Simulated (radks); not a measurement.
The numbers below are computed, except where a source is named.
Question: These are the eigenvalues of the occupied orbitals of an atom or ion with whole-number occupations (Ry). Code: a radial shooting solver on a logarithmic mesh with Libxc functionals. Model: Dirac Kohn-Sham, PBE, spin-unpolarised, spherical densities, finite nucleus; Fermi nuclear charge, rms radius of each element as measured or else 0.836 A^(1/3) + 0.57 fm.

orbital  eigenvalue
1s1/2     -6100.764
2s1/2     -1080.980
2p1/2     -1037.501
2p3/2     -894.3569
3s1/2     -256.9993
3p1/2     -237.3375
3p3/2     -205.6316
3d3/2     -172.9575
3d5/2     -166.1634
4s1/2     -57.01814
4p1/2     -48.57312
4p3/2     -40.91778
4d3/2     -27.08670
4d5/2     -25.65929
5s1/2      -9.32387
4f5/2      -7.86357
4f7/2      -7.55542
5p1/2      -6.53818
5p3/2      -5.19753
5d3/2      -1.46932
5d5/2      -1.33164
6s1/2      -1.08120

Which element is it, and in what charge state? The configuration may be excited. Open shells, if any, fill j = l - 1/2 first.

Answer: Z = 80, mercury, charge +1: Hg+ in [Xe] 4f14 5d10 6s1. The list shows which subshells hold electrons but not how many an open one holds; the 1s level, -3050.4 hartree, gives Z - s = 78.1 by -(Z - s)^2/2, which with screening and relativity narrows Z to a few neighbours, and the depths of the outer levels then fix element, charge and occupations together.
